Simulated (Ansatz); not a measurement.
Reaction (ligand exchange at a Ge–S bond): `[F][GeH2][S][GeH3]` + H₂S → `[F][GeH2][SH]` + `[SH][GeH3]`

Isolated molecules relaxed with PBE0-D4/def2-TZVP in Ansatz; ΔE leaves out vibrations. CCSD(T)/CBS adds triple-zeta CCSD(T) − MP2 to the extrapolated MP2 energy (def2 sets, frozen cores). This one scheme is used for every species. Functionals use def2-TZVPP. B3LYP here is the variant with VWN-RPA as its local correlation; programs differ in this. HSE06 is defined as in plane-wave codes. For Ge outer-core shells are correlated without core-valence functions, which leaves a few kJ/mol of doubt a bond. Scalar relativity is left out up to krypton. Each species was taken in one conformer, which may not be the lowest.

| level | ΔE (kJ/mol) | difference from CCSD(T)/CBS |
| --- | --- | --- |
| LDA (SPW92) | 5.6 | -4.3 |
| PBE-D4 | 6.3 | -3.6 |
| revPBE-D4 | 6.8 | -3.1 |
| BLYP-D4 | 7.1 | -2.8 |
| r2SCAN-D4 | 6.3 | -3.6 |
| B97M-V | 6.2 | -3.7 |
| PBE0-D4 | 6.8 | -3.1 |
| B3LYP-D4 | 7.4 | -2.5 |
| r2SCANh-D4 | 6.5 | -3.4 |
| HSE06-D4 | 6.8 | -3.1 |
| BHLYP-D4 | 9.0 | -0.9 |
| CAM-B3LYP-D4 | 6.1 | -3.8 |
| ωB97X-V | 6.7 | -3.2 |
| ωB97M-V | 7.2 | -2.7 |
| B2PLYP | 4.8 | -5.1 |
| PBE-QIDH | 7.0 | -2.9 |
| PBE | 2.5 | -7.4 |
| BLYP | 0.0 | -9.9 |
| r2SCAN | 5.3 | -4.6 |
| PBE0 | 3.4 | -6.5 |
| B3LYP | 1.3 | -8.6 |
| r2SCANh | 5.3 | -4.6 |
| r2SCAN0 | 5.4 | -4.5 |
| HSE06 | 3.4 | -6.5 |
| BHLYP | 2.5 | -7.4 |
| CAM-B3LYP | 2.4 | -7.5 |
| LC-ωPBE | 4.1 | -5.8 |
| RPA@PBE/def2-TZVPP | 8.5 | -1.4 |
| MP2/def2-SVP | 10.2 | 0.3 |
| CCSD/def2-SVP | 8.0 | -1.9 |
| CCSD(T)/def2-SVP | 8.9 | -1.0 |
| MP2/def2-TZVPP | 10.4 | 0.5 |
| SCS-MP2/def2-TZVPP | 8.7 | -1.2 |
| CCSD/def2-TZVPP | 7.5 | -2.4 |
| CCSD(T)/def2-TZVPP | 8.7 | -1.2 |
| HF/def2-QZVPP | 1.9 | -8.0 |
| MP2/def2-QZVPP | 11.1 | 1.2 |
| SCS-MP2/def2-QZVPP | 9.1 | -0.8 |
| HF/CBS(def2) | 1.8 | -8.1 |
| MP2/CBS(def2) | 11.7 | 1.8 |
| CCSD(T)/CBS | 9.9 | 0 |

Largest T1 diagnostic among the species: 0.012.

In def2-TZVPP, CCSD(T) changes the Hartree–Fock value by +6.6 kJ/mol (the triples alone add +1.2 kJ/mol) and MP2 by +8.4 kJ/mol. Leaving LDA and LC-ωPBE aside and taking each functional with its dispersion term where it has one, the values spread over 4.1 kJ/mol, from B2PLYP to BHLYP-D4. LDA lies +3.1 kJ/mol from PBE without D4. The D4 term adds +6.1 kJ/mol with B3LYP and +3.5 kJ/mol with PBE0; it sums over pairs of atoms, weighted by their polarisabilities, and B3LYP, whose exchange is more repulsive, gets the larger term.

CCSD(T)/CBS has its own doubt, a few kJ/mol and more with outer-core shells, so smaller differences from it don't rank the levels.
